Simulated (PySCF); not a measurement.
Isomers of C9H7F. Computed with PBE0-D3(BJ)/def2-SVP geometry optimisation, gas phase in PySCF. One conformer each; no zero-point energy, no entropy. No frequencies were run at this level. Point groups hold within 0.08 Å.

Problem. Rank from lowest to highest electronic energy at this level (kcal/mol).
A. `C1[C@]2(C[C@@H](C=1)C=C2C#C)F`
B. `[CH:1]#[C:2]/[C:3]([F:4])=[C:5](\[C:6]#[CH:7])[C:8](=[CH2:9])[CH3:10]` with C3–C5–C8–C9 -176°

Solution. A (0.0), B (36.4).

```tsv
SMILES	E (Eh)	E rel (kcal/mol)	dipole (D)	point group	A, B, C (MHz)
C#CC1=C[C@@H]2C=C[C@@]1(F)C2	-446.05474	0.0	1.99	C1	2412, 1272, 1053
C#C/C(F)=C(\C#C)C(=C)C	-445.99677	36.4	0.95	near Cs	1830, 1169, 717.0
```

Problem. How do the relative energies change in single points at CAM-B3LYP/def2-SVPD (no added dispersion term) on the same geometries?

Solution. 
```csv
SMILES,PBE0-D3(BJ)/def2-SVP (kcal/mol),CAM-B3LYP/def2-SVPD (kcal/mol),shift
C#CC1=C[C@@H]2C=C[C@@]1(F)C2,0.0,0.0,0.0
C#C/C(F)=C(\C#C)C(=C)C,36.4,29.9,-6.5
```

Each column counts from its own lowest isomer. The order is unchanged; the largest shift is 6.5 kcal/mol.
